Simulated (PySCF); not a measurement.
Compound: C₇H₁₁FO.
Cartesian coordinates in Å at the PBE0-D3(BJ)/def2-SVP level; atoms count from 1:
```xyz
20
C7H11FO angstrom
C      1.451   -1.372    0.722
C      0.938    0.002    0.329
C      0.480    0.867    1.518
C     -0.527    1.816    0.924
O     -0.112    2.397   -0.301
C     -0.988    1.281   -0.356
C     -0.267   -0.017   -0.638
C      0.131   -0.174   -2.087
F     -0.991   -0.212   -2.882
H      0.672   -1.952    1.244
H      2.318   -1.294    1.397
H      1.769   -1.954   -0.156
H      1.748    0.554   -0.178
H     -0.024    0.249    2.282
H      1.322    1.378    2.011
H     -1.156    2.449    1.562
H     -1.983    1.471   -0.771
H     -0.948   -0.848   -0.374
H      0.703   -1.104   -2.247
H      0.754    0.683   -2.398
```

Method used: PBE0-D3(BJ)/def2-SVP geometry optimisation, gas phase in PySCF.

Masses are those of the commonest isotopes; rigid-rotor values at the optimised geometry. The values belong to one conformer with, in the numbering `[CH3:1][C@@H:2]1[CH2:3][C@H:4]2[O:5][C@H:6]2[C@H:7]1[CH2:8][F:9]`, C6–C7–C8–F9 -63°, C1–C2–C3–C4 -154°, C2–C3–C4–O5 -45°, C3–C4–O5–C6 99°, C4–O5–C6–C7 -99°.

**Question.** What are A, B and C (MHz)?

**Answer.** Ia = 232.91, Ib = 336.30, Ic = 510.87 u·Å²; 505379 MHz·u·Å²/I gives A = 2170, B = 1503, C = 989.3 MHz.

**Question.** What kind of rotor is it?

**Answer.** An asymmetric top; Ray's κ = -0.130.

**Question.** What does the inertial defect say?

**Answer.** Not planar: Δ = Ic − Ia − Ib = -58.34 u·Å². For a rigid frame Δ = −2 Σ m c², so Σ m c² = 29.17 u·Å² lies off the ab plane: 11.13 from hydrogen and 18.05 from heavier atoms. The atom farthest from that plane is 1.44 Å away.

**Question.** Give the other two planar moments, Paa and Pbb, and the rms extents of the mass along the axes.

**Answer.** Paa = Σ m a² = (Ib + Ic − Ia)/2 = 307.13 and Pbb = Σ m b² = (Ia + Ic − Ib)/2 = 203.74 u·Å². With the mass M = 130.08 u, the rms extents √(P/M) along a, b and c are 1.54, 1.25, 0.47 Å.

**Question.** Which lines would a microwave search look for?

**Answer.** The dipole components are |μa| = 1.80 D, |μb| = 1.61 D, |μc| = 0.89 D. The squared components, which scale the intensities, stand as 1.00 : 0.80 : 0.25 (a : b : c). Some lines, for components of 0.1 D or more:

```csv
type,branch,"J(Ka,Kc)",MHz,lower level (cm⁻¹)
c,Q,"2(1,2) ← 2(0,2)",357,0.243
c,Q,"4(2,3) ← 4(1,3)",786,0.923
c,Q,"3(2,2) ← 3(1,2)",1395,0.575
a,Q,"2(1,1) ← 2(1,2)",1541,0.254
a,Q,"3(1,2) ← 3(1,3)",3026,0.475
b,Q,"3(1,2) ← 3(0,3)",3167,0.470
b,Q,"3(2,2) ← 3(1,3)",4421,0.475
a,R,"2(1,2) ← 1(1,1)",4471,0.105
b,Q,"3(3,1) ← 3(2,2)",4729,0.622
a,R,"2(0,2) ← 1(0,1)",4781,0.083
b,Q,"4(3,2) ← 4(2,3)",5184,0.949
c,Q,"4(4,1) ← 4(3,1)",5885,1.133
b,Q,"4(4,0) ← 4(3,1)",5897,1.133
b,R,"3(0,3) ← 2(1,2)",6455,0.254
b,R,"3(1,3) ← 2(0,2)",6953,0.243
c,R,"2(2,0) ← 1(1,0)",7702,0.123
b,R,"2(2,0) ← 1(1,1)",8215,0.105
b,R,"4(1,4) ← 3(0,3)",8790,0.470
b,R,"4(1,3) ← 3(2,2)",9018,0.622
b,R,"3(2,2) ← 2(1,1)",9477,0.306
b,R,"4(2,3) ← 3(1,2)",11199,0.575
c,R,"3(3,0) ← 2(2,0)",12057,0.379
b,R,"4(3,1) ← 3(2,2)",15333,0.622
b,R,"4(4,1) ← 3(3,0)",16435,0.782
c,R,"4(4,0) ← 3(3,0)",16447,0.782
```

Not checked by PBE0-D3(BJ)/def2-SVP frequencies. Zero-point vibration and centrifugal distortion are left out. A rigid rotor knows nothing of internal rotation, which can split or shift real lines.

The run took 4.1 min wall on an Arm Neoverse N1 with one thread, no GPU, shared host with 64 logical CPUs at a one-minute load of 51, and the process peaked at 0.79 GiB of memory. That covers the optimisation of the geometry.
